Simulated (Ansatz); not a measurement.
Species: sum formula MoOCl, net charge 0, quartet state. The spin state was set by rule; other spins were not relaxed. SMILES: [Cl][Mo]=[O]
Geometry: optimised at B3LYP-D3(BJ)/def2-TZVP (Ansatz, a program for electronic structure).

Parts of the frozen-core correlation energy in def2-TZVPPD (Ansatz, hartree). Frozen orbitals: 10; correlated occupied orbitals by spin: 11 and 8; virtual: 126 and 129. UHF or UKS for open shells. Spin-orbit coupling is left out. Past Kr the def2 sets carry scalar-relativistic core potentials.

```json
[
 {"term": "reference (HF)", "value": "-602.02091"},
 {"term": "MP2 opposite-spin", "value": "(withheld)"},
 {"term": "MP2 same-spin", "value": "-0.19275"},
 {"term": "CCSD correlation", "value": "(withheld)"},
 {"term": "(T)", "value": "(withheld)"},
 {"term": "T1 diagnostic", "value": "0.050"},
 {"term": "largest doubles amplitude", "value": "0.039"},
 {"term": "<S^2> of the reference", "value": "4.099"}
]
```

Complete the blanks.


- MP2 opposite-spin, value: -0.39052
- CCSD correlation, value: -0.59929
- (T), value: -0.03550
